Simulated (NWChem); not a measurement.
A series in which one site is exchanged, each optimised at B3LYP/6-31G* with NWChem, gas phase unless a solvent is named. Pople sets run with spherical d functions.

A: BP (BPH4; site = B)
B: [PH2][GaH2] (GaPH4; site = Ga)
C: [AlH2][PH2] (AlPH₄; site = Al)

Task: Rank them by lowest singlet excitation, PBE0/def2-SVPD, TDA (eV), lowest first.

Result: B (4.43), C (4.48), A (5.02)
